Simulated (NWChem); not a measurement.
System: C2H4NO anion

```xyz
8

C      0.4914     1.3552     0.0000
N     -0.7231     0.5720     0.0000
C     -0.5355    -0.7301     0.0000
O      0.5385    -1.4002     0.0000
H      1.1396     1.1596    -0.8827
H      0.2416     2.4316     0.0000
H      1.1396     1.1596     0.8827
H     -1.5030    -1.3028     0.0000
```
Atoms are numbered in this order, from 1.

Program: NWChem. Pople sets run with spherical d functions. Sets without diffuse functions describe the anion's extra electron poorly. Coordinates come from a B3LYP/def2-SVPD optimisation. The highest occupied level is positive in some or all of these runs, so the extra electron may be held by the finite basis. Level r2SCAN/6-31G*: energy and gradient on several grids; changes count from the extra-fine grid, which is no exact limit either.

| grid | size of the energy change (μHa) | largest change of a gradient component (μHa/bohr) | time, medium = 1 (rough) |
|---|---|---|---|
| xcoarse | 2000 | 3000 | about 1 |
| coarse | 500 | 300 | about 1 |
| medium | 70 | 70 | about 1 |
| fine | 20 | 40 | about 1 |
| xfine | < 10 | < 30 | 3 |
